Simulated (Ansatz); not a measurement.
CH$_{7}$SSi$_{2}$, SMILES `C[SiH2]S[SiH2]` radical, relaxed with UKS PBE-D4/def2-SVP in Ansatz 0.2.0 from a rough embedded geometry. The force threshold is 0.03 eV/Å; the program also tests the step.

Total charge 0; spin multiplicity 2.

Start:

```xyz
11

C     0.449    1.028   -1.776
Si    0.485   -0.071   -0.352
S    -1.090    0.490    0.933
Si   -0.733   -0.914    2.487
H    -0.429    0.973   -2.369
H     1.314    0.796   -2.512
H     0.612    2.104   -1.520
H     1.738    0.084    0.420
H     0.266   -1.475   -0.796
H    -1.589   -0.703    3.599
H    -1.024   -2.312    1.885
```

```
        step  energy (eV)  largest force (eV/Å)  largest move (Å)
           1  -27718.0559                 2.405             0.000
           2  -27718.3555                 1.182             0.149
           3  -27718.3999                 0.290             0.077
           4  -27718.4024                 0.275             0.184
5 (rejected)  -27718.4022                 0.202             0.112
           6  -27718.4097                 0.063             0.054
           7  -27718.4112                 0.017             0.039
           8  -27718.4117                 0.035             0.057
           9  -27718.4118                 0.022             0.005
```

End:

```xyz
11

C     0.454    1.066   -1.839
Si    0.572   -0.063   -0.339
S    -0.941    0.611    1.079
Si   -0.782   -0.961    2.550
H    -0.548    0.992   -2.306
H     1.215    0.780   -2.594
H     0.630    2.122   -1.551
H     1.935    0.010    0.295
H     0.298   -1.498   -0.708
H    -1.924   -0.736    3.511
H    -0.909   -2.323    1.900
```

Run time 30 s (2 threads of an AMD EPYC 7R13 on a shared host); peak host memory 0.65 GiB.
